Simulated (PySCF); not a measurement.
Isomers of C8H9F, from PBE0-D3(BJ)/def2-SVP geometry optimisation, gas phase in PySCF. One conformer each, no zero-point energy, no frequencies.

Question: Which is lowest in electronic energy at this level?
A. `FC1=CC2(C=C1)CCC2`: A = 4348, B = 1071, C = 991.1 MHz, dipole 1.97 D
B. `FC1=CC=CC12CCC2`: A = 2626, B = 1636, C = 1195 MHz, dipole 1.15 D
C. `[CH3:1][CH2:2][c:3]1[cH:4][cH:5][c:6]([F:7])[cH:8][cH:9]1` with C1–C2–C3–C4 89°: A = 4436, B = 929.9, C = 825.1 MHz, dipole 1.75 D
D. `CC1=C[C@@]2(C=C1)C[C@H]2F`: A = 3334, B = 1145, C = 966.3 MHz, dipole 1.29 D

Answer: C. That is 1-ethyl-4-fluorobenzene, `c1cc(ccc1CC)F`, 42.5 kcal/mol below the next.

| SMILES | mapped SMILES | E (Eh) | relative (kcal/mol) | relative (kJ/mol) | dipole (D) |
| --- | --- | --- | --- | --- | --- |
| CCc1ccc(F)cc1 | [CH3:1][CH2:2][c:3]1[cH:4][cH:5][c:6]([F:7])[cH:8][cH:9]1 | -409.36673 | 0.0 | 0.0 | 1.75 |
| CC1=C[C@@]2(C=C1)C[C@H]2F | [CH3:1][C:2]1=[CH:3][C@@:4]2([CH:5]=[CH:6]1)[CH2:7][C@H:8]2[F:9] | -409.29896 | 42.5 | 177.9 | 1.29 |
| FC1=CC=CC12CCC2 | [F:1][C:2]1=[CH:3][CH:4]=[CH:5][C:6]12[CH2:7][CH2:8][CH2:9]2 | -409.29748 | 43.5 | 181.8 | 1.15 |
| FC1=CC2(C=C1)CCC2 | [F:1][C:2]1=[CH:3][C:4]2([CH:5]=[CH:6]1)[CH2:7][CH2:8][CH2:9]2 | -409.29671 | 43.9 | 183.8 | 1.97 |

As drawn, the lowest has an aromatic ring, which the highest lacks; the highest has a four-membered ring, a C=C bond outside aromatic rings and a quaternary carbon, which the lowest lacks.
